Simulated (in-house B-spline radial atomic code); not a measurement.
## Ionising Zr⁴⁺ with different functionals

Computed with a B-spline radial code for spherical atoms: scalar-relativistic (spin-free X2C) Hamiltonian, Fermi nucleus of rms radius 4.2694 fm, spin-polarised at highest spin, spherical fractional occupations for the functionals, the average over the highest-spin determinants for Hartree-Fock. The ionisation energy is the difference of two self-consistent energies, [Ar] 3d10 4s2 4p6 → [Ar] 3d10 4s2 4p5, without Breit or QED terms; ε is the level of the shell that loses the electron (its least bound occupied spin orbital). There is no spin-orbit coupling in this Hamiltonian.

Hybrids are left out here: with spherical fractional occupations of an open shell their exact exchange keeps a self-interaction that integer-occupation calculations don't have.

```
           method          rung  ΔSCF (eV)  -ε(4p) (eV)
     Hartree-Fock  Hartree-Fock      79.86        80.62
         LDA VWN5           LDA      80.83        72.92
         LDA PW92           LDA      80.82        72.91
LDA exchange-only           LDA      79.02        71.19
              PBE           GGA      80.63        72.78
           PBEsol           GGA      80.63        72.76
             BLYP           GGA          ?            ?
             RPBE           GGA      80.60        72.76
             PW91           GGA          ?            ?
             BP86           GGA      80.74        72.87
             AM05           GGA      80.64        72.76
             OLYP           GGA      80.83        73.02
             TPSS      meta-GGA      80.85        73.05
             SCAN      meta-GGA      81.29        73.57
           r2SCAN      meta-GGA      81.26        73.52
          revTPSS      meta-GGA      80.87        73.07
```

**Question.** What does PW91 give?

**Answer.** ΔSCF 80.73 eV, and -ε(4p) = 72.86 eV.

**Question.** What does BLYP give?

**Answer.** ΔSCF 80.44 eV, and -ε(4p) = 72.57 eV.

**Question.** How do they compare with the NIST value?

**Answer.** NIST lists 80.35 eV ± 0.007 (semi-empirical, ground level to ground level). Errors run from -1.33 to +0.94 eV; BLYP is closest (+0.09 eV), but part of that can be cancellation, since the calculations leave out spin-orbit coupling, Breit-QED terms, multiplet and fine-structure energies. Hartree-Fock also lacks correlation.
